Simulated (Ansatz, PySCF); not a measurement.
The pair A = HCl (SMILES Cl) (first 2 atoms), B = GeH4 (SMILES [GeH4]); geometry from B3LYP-D3(BJ)/def2-TZVP.
(charge 0, multiplicity 1):
```xyz
7

Cl    -0.442     0.893    -0.641
H     -0.268     0.015     0.281
Ge     0.003    -0.054     3.326
H      0.162    -0.975     4.542
H      0.002    -0.926     2.053
H      1.175     0.932     3.247
H     -1.327     0.706     3.404
```

Cores are frozen in the correlated methods. Filled d and f shells under p-block atoms count as core. CBS: X⁻³ extrapolation of the correlation energy, Hartree–Fock from the larger set. MP2 and its Hartree–Fock in def2-QZVPPD are density fitted.

Programs: Ansatz (an electronic-structure program); PySCF for the dispersion terms. Each number belongs to the level named beside it.

The monomers are drawn apart, rigid, along the line of their centres of mass. Counterpoise-corrected interaction energies (kcal/mol):

| level | R = 4.881 Å | R = 5.691 Å |
|---|---|---|
| PBE/def2-TZVPPD | -0.4387 | -0.1469 |
| PBE-D3(BJ)/def2-TZVPPD | -0.8199 | -0.3054 |
| wB97M-V/def2-TZVPPD | -0.5482 | -0.2171 |
| MP2/CBS(def2-TZVPPD, def2-QZVPPD) + ΔCCSD(T)/def2-TZVPPD | -0.5929 | -0.2245 |

**Question.** R is the distance of the centres of mass. Find the local exponent m of E ∝ R⁻ᵐ between the two points.

**Answer.** 
m = ln(E₁/E₂)/ln(R₂/R₁): PBE/def2-TZVPPD 7.1; PBE-D3(BJ)/def2-TZVPPD 6.4; wB97M-V/def2-TZVPPD 6.0; MP2/CBS(def2-TZVPPD, def2-QZVPPD) + ΔCCSD(T)/def2-TZVPPD 6.3. For scale, two fixed dipoles give m = 3, dipole and quadrupole 4, quadrupoles 5, and dispersion or dipole-induced dipole 6 at long range; at these distances several terms mix, and what is left of overlap and damping shifts m, so it need not match one of them.
